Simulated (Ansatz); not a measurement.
Reactions of CH$_{7}$FOSi$_{2}$ (`C[SiH2][SiH](O)F`).

Calculated with Ansatz (gas phase, PBE0-D4/def2-TZVP geometries, no zero-point term in ΔE). CBS: MP2 limit from def2 TZ/QZ plus the TZ coupled-cluster correction, frozen cores. This one scheme is used for every species. Functionals use def2-TZVPP. One conformer a species, not always the lowest.

| reaction | CCSD(T)/CBS(def2) (kJ/mol) |
| --- | --- |
| `C[SiH2][SiH](O)F` + `NB(O)F` → `C[SiH2]OB(N)F` + `O[SiH2]F` | -118 |
| `C[SiH2][SiH](O)F` → `C[SiH2]O` + `F[SiH]` | ? |
| `C[SiH2][SiH](O)F` + `C[SiH](O)O` → `C[Si@H](O)O[Si@@H](O)F` + `C[SiH3]` | -159 |
| `C[SiH2][SiH](O)F` + HCl → `O[SiH](F)[SiH2]Cl` + CH₄ | -99 |
| `C[SiH2][SiH](O)F` + HCl → `C[SiH2][SiH](O)Cl` + H–F | 36 |
| `C[SiH2][SiH](O)F` + H₂O → `O[SiH2][SiH](O)F` + CH₄ | -84 |
| `C[SiH2][SiH](O)F` + `O[SiH](O)S` → `O[SiH](O)S[SiH](O)F` + `C[SiH3]` | -96 |
| `C[SiH2][SiH](O)F` → `O[SiH2]F` + `C[SiH]` | 222 |
| `C[SiH2][SiH](O)F` + `S[SiH2]Cl` → `C[SiH2]S[SiH2]Cl` + `O[SiH2]F` | ? |
| `C[SiH2][SiH](O)F` + H₂ → `C[SiH2][SiH2]O` + H–F | ? |

(1) Fill in the missing values. (Best estimate.)

Largest T1 diagnostic: 0.015, for `F[SiH]`.

Results:

(1) Ansatz gave: `C[SiH2][SiH](O)F` → `C[SiH2]O` + `F[SiH]`: +213.0 kJ/mol; `C[SiH2][SiH](O)F` + `S[SiH2]Cl` → `C[SiH2]S[SiH2]Cl` + `O[SiH2]F`: -79.1 kJ/mol; `C[SiH2][SiH](O)F` + H₂ → `C[SiH2][SiH2]O` + H–F: +133.0 kJ/mol.
